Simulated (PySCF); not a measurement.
## Trend along the chalcogens: MTc molecules

PBE with triple-zeta basis sets in PySCF, for the lowest determinant that a PBE0 search found; no spin–orbit coupling. De refers to high-spin ground-configuration atoms. A positive dipole means M(−)Tc(+).

```tsv
M	basis	state (unpaired electrons)	Re (Å)	ωe (cm⁻¹)	De (eV)	μ (D)
O	def2-TZVPP	sextet (σ ↑, π ↑↑, δ ↑↑)	1.727	899	n/a	3.31
S	def2-TZVPP	sextet (σ ↑, π ↑↑, δ ↑↑)	2.118	506	n/a	3.88
Se	x2c-TZVPPall	sextet (σ ↑, π ↑↑, δ ↑↑)	2.259	343	n/a	3.75
```

The shortest bond is that of TcO (1.727 Å), the longest that of TcSe (2.259 Å).

The rows differ in basis set, which adds steps of its own.

Down a group the atoms grow and get heavier, so bonds lengthen and wavenumbers fall; this series shows no clear exception.

De is left out where the level can put another filling of the metal’s s and d shells below the measured ground configuration, by anything from nothing to about 1 eV. Spin–orbit coupling is left out, which matters for elements this heavy, above all for dissociation energies. The state is the lowest single determinant that the PBE0 search found; with open d or f shells the true ground state can be another one.
